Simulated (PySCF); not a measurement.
# From computed data to an observable: chemical shift, span and skew from a shielding tensor

3,4-dichlorobuta-1,2-diene (C4H4Cl2), SMILES C=C=C(Cl)CCl. Atoms are numbered in the order given.

```xyz
10

C      2.4234    -0.2206    -1.7568
C      1.3396    -0.3120    -1.0313
C      0.2404    -0.3948    -0.3205
Cl     0.1811    -1.4081     1.1168
C     -1.0251     0.3336    -0.6425
Cl    -1.4075     1.6112     0.5842
H      2.6078    -0.8983    -2.5989
H      3.1883     0.5358    -1.5439
H     -1.8795    -0.3564    -0.6505
H     -0.9380     0.8297    -1.6167
```
Charge 0, spin multiplicity 1.

Geometry optimised at B3LYP-D3(BJ)/def2-SVP. Other conformers were not sampled.

GIAO shieldings from PBE0/pcSseg-1 (PySCF), non-relativistic, no solvent. The symmetric part of the tensor of C3 has the principal values 3.2, 79.6, 119.7 ppm. The same nucleus in TMS has σ = 186.3 ppm at this level (PySCF, at its B3LYP-D3(BJ)/def2-TZVP geometry). Without spin–orbit terms, shifts of atoms bonded to Cl or Br come out too high.

Q: Work out the isotropic shielding, the ¹³C shift against TMS, the span and the skew.

A: 
σ(iso) = (σ11 + σ22 + σ33)/3 = 67.5 ppm. δ = σ(ref) − σ(iso) = 186.3 − (67.5) = 118.8 ppm.
Span Ω = σ33 − σ11 = 116.5 ppm. Skew κ = 3(σ(iso) − σ22)/Ω = -0.31. Tumbling in solution averages the tensor to δ; in a static solid the shielding alone would spread this spin-1/2 line over Ω.
